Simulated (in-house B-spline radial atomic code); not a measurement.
## RPA and G0W0 on Hartree-Fock: Ag II (Ag+)

Configuration [Kr] 4d10, mean-field start Hartree-Fock. Computed with a B-spline radial code for spherical atoms: all electrons, non-relativistic, point nucleus, each spin shell either full or empty, empty states to l = 9 with an (l + 1/2)⁻⁴ tail; G0W0 by contour deformation at full frequency.

Without relativity these are model numbers: it shifts the levels of so heavy an element strongly and can reorder them.

Command:
```bash
python run_gw.py task.json out
```
Settings (radii: box in bohr, nucleus in fm):
```
Z                        47
electrons                46
configuration            [Kr] 4d10
hamiltonian              nr
method                   hf
lmax                     9
spin_polarised           False
box_radius               23.78
intervals                55
```

Time taken, with all properties: 1.3 s on 1 thread of Intel(R) Xeon(R) 6975P-C, on a shared host.

Energies (hartree):

```csv
term,value
mean-field total,-5197.48133
Hartree-Fock functional on these orbitals,-5197.48133
direct second order,-3.6263
second-order exchange,1.0118
SOSEX correction,0.95045
```

Q: What is the RPA correlation energy, and what remains with SOSEX?

A: RPA gives -3.2389 hartree (-1.92 eV per electron); RPA + SOSEX gives -2.2885, and the second-order doubles (MP2) -2.6144 hartree. RPA lacks exchange-type terms and so overcorrelates at short range.

Quasi-particle levels (eV):

```json
{"level": "4d", "occupied": "yes", "mean field": "-22.458", "Σx - vxc": "0.00", "Σc": "?", "QP weight": "?", "G0W0": "?"}
{"level": "5s", "occupied": "no", "mean field": "-5.839", "Σx - vxc": "0.00", "Σc": "-0.91", "QP weight": "0.985", "G0W0": "-6.745"}
```

G0W0 = mean field + (Σx - vxc) + Σc, with Σc (partial-wave tail included) taken at the quasi-particle energy. Only the outer levels were computed. Levels of low weight are left out.

Q: Where does G0W0 put 4d?

A: At -22.392 eV, with Σc = 0.07 eV and a quasi-particle weight of 0.944. The tabulated removal energy is 21.484 eV (NIST, measured); the calculation leaves out relativity, Breit and QED terms, and what these don't explain is the method's own error.
